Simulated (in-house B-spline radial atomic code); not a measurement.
## RPA and G0W0 on PBEsol: the silver ion Ag⁶⁺

Configuration [Kr] 4d5, highest spin, mean-field start PBEsol. Computed with an all-electron radial atomic-structure program (B-spline basis): all electrons, scalar-relativistic (spin-free one-electron X2C), finite nucleus, each spin shell either full or empty, empty states to l = 9 with an (l + 1/2)⁻⁴ tail; G0W0 by contour deformation at full frequency.

Command:
```bash
python run_gw.py task.json out
```
Settings (radii: box in bohr, nucleus in fm):
```
Z                        47
electrons                41
configuration            [Kr] 4d5
hamiltonian              x2c
method                   pbesol
lmax                     9
rms_radius               4.5454
spin_polarised           True
box_radius               9.29
intervals                67
```

Cost of the run: 6.8 s on 1 thread of Arm Neoverse N1, on a shared host.

Energies (hartree):

| term | value |
| --- | --- |
| mean-field total | -5302.67528 |
| Hartree-Fock functional on these orbitals | -5303.49085 |
| direct second order | -3.5436 |
| second-order exchange | 1.0185 |
| SOSEX correction | 0.95763 |

(1) What is the RPA correlation energy, and what remains with SOSEX?

Quasi-particle levels (eV):

| level | occupied | mean field | Σx - vxc | Σc | QP weight | G0W0 |
| --- | --- | --- | --- | --- | --- | --- |
| 4d up | yes | -97.52 | -9.91 | ? | ? | ? |
| 4p down | yes | -148.65 | -10.50 | -0.18 | 0.949 | -159.33 |
| 4d down | no | -92.37 | 12.25 | -4.04 | 0.961 | -84.17 |

G0W0 = mean field + (Σx - vxc) + Σc, with Σc (partial-wave tail included) taken at the quasi-particle energy. Only the outer levels were computed. Levels of low weight are left out.

(2) Where does G0W0 put 4d up?

## Answers

(1) RPA gives -3.1727 hartree (-2.11 eV per electron); RPA + SOSEX gives -2.2151, and the second-order doubles -2.5252 hartree (no singles). SOSEX takes back 30 % of the RPA value.

(2) At -107.48 eV, with Σc = -0.05 eV and a quasi-particle weight of 0.961. The tabulated removal energy is 106 ± 2 eV (NIST, tabulated theory); the calculation leaves out spin-orbit coupling, Breit and QED terms, and what these don't explain is the method's own error.
